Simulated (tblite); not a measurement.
Compound: C₆H₁₁O (doublet state).
Geometry (GFN2-xTB, Å), atoms numbered from 1 in this order:
```xyz
18
C6H11O angstrom
C      2.4428    0.7792    0.4111
C      1.7361    0.0963   -0.4724
C      0.6451   -0.8688   -0.0927
O      0.6401   -1.9883   -0.7580
C     -0.7849   -0.1216   -0.3467
C     -0.8543    1.1942    0.4011
C     -1.9004   -1.0660    0.0570
H      3.2643    1.4127    0.1213
H      2.2350    0.7245    1.4681
H      1.9561    0.1370   -1.5297
H      0.6214   -1.0206    1.0119
H     -0.8034    0.0439   -1.4264
H     -1.8262    1.6490    0.2129
H     -0.7543    1.0406    1.4734
H     -0.0829    1.8856    0.0733
H     -1.9187   -1.2056    1.1357
H     -1.7659   -2.0339   -0.4179
H     -2.8585   -0.6519   -0.2537
```

Computed values, GFN2-xTB/tblite, gas phase, harmonic and unscaled. This tight-binding method is rough: wavenumbers can miss measured ones by several per cent, in bad cases by 10 to 20. One conformer, not necessarily the lowest. Open shells enter through the occupations alone, without spin polarisation, and single modes of such species can be off by tens of per cent.

Harmonic wavenumbers (cm⁻¹): 54.2, 91.4, 182.1, 193.1, 230.9, 264.1, 284.8, 345.3, 386.9, 426.3, 460.7, 624.4, 689.4, 883.7, 899.7, 930.6, 950.2, 964.6, 1008.8, 1020.7, 1059.4, 1138.2, 1144.7, 1163.7, 1217.3, 1245.6, 1261.2, 1308.2, 1313.1, 1395.4, 1404.9, 1409.7, 1468.9, 1478.9, 1482.3, 1494.7, 1681.2, 2648.5, 2959.5, 3011.4, 3016.8, 3033.3, 3038.3, 3051.9, 3058.5, 3079.8, 3090.8, 3116.8.

A = 3640, B = 2134, C = 1474 MHz; mass 99.081 u (most abundant isotopes); point group C1, symmetry number 1; spin multiplicity 2.

**Question.** What is the zero-point energy?

**Answer.** ½Σν̃ = 33332 cm⁻¹ = 95.30 kcal/mol.

**Question.** Entropy at 298.15 K, 1 bar (ideal gas, RRHO, classical rotation)?

**Answer.** Translation 39.72, rotation 27.73, vibration 23.67, spin (R ln 2) 1.38: S = 92.5 cal/(mol K).

**Question.** And Cp and H(298.15 K) − H(0)?

**Answer.** Cp = 34.09 cal/(mol K), of which vibrations give 26.14 (their classical limit is 48 R = 95.4); H(298.15 K) − H(0) = 6.24 kcal/mol without the zero-point energy, 3.87 from vibrations.

**Question.** Blend soft modes into free rotors: weight 1/[1 + (100 cm⁻¹/ν̃)⁴] for the oscillator and the rest for a rotor with moment μB/(μ + B), μ = h/(8π²ν), B = 10⁻⁴⁴ kg m². What vibrational entropy results?

**Answer.** 22.19 cal/(mol K) in place of 23.67, which changes −T·S at 298.15 K by +0.44 kcal/mol.

**Question.** Which modes carry the vibrational entropy at 298.15 K?

**Answer.** 54.2 cm⁻¹: 4.66; 91.4 cm⁻¹: 3.63; 182.1 cm⁻¹: 2.31; 193.1 cm⁻¹: 2.20; 230.9 cm⁻¹: 1.87; 264.1 cm⁻¹: 1.63 cal/(mol K); the other 42 give 7.37 together.

**Question.** How do the functions run with temperature in this model?

**Answer.** 
```csv
T (K),S (cal/(mol K)),Cp (cal/(mol K)),H − H(0) (kcal/mol),G − H(0) (kcal/mol),ln q(vib)
100,66.2,16.8,1.17,-5.45,1.16
200,80.7,25.7,3.31,-12.83,3.24
300,92.7,34.3,6.30,-21.51,5.42
500,114.3,51.0,14.89,-42.25,9.82
800,142.3,68.1,32.96,-80.85,16.28
1000,158.3,75.7,47.38,-110.94,20.35
```

q(vib) and H(0) count from the zero-point level.

**Question.** What must be added to the electronic energy to get the Gibbs energy at 298.15 K and 1 bar?

**Answer.** ZPE + [H(298.15 K) − H(0)] − T·S = 95.30 + 6.24 − 27.58 = 73.96 kcal/mol.

Hindered rotation and anharmonicity are outside this model. Other conformers, if any are populated, would add a mixing term that is left out. The structure is chiral; the term R ln 2 for an equal mix with its mirror image is left out.
